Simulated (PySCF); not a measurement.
A calculated (UHF, PySCF 2.14, def2-SVP, the non-relativistic Hamiltonian (point nucleus)) atom or ion has these occupied shells.

```csv
shell,electrons,orbital energy (eV),"rms radius, mean of both spins (bohr)"
1s,2,-344.74,0.311
2s,2,-45.678,1.51
```

Question: Name the element and its charge.

Answer: C²⁺ (carbon, charge +2), in [He] 2s2, closed-shell 1S.
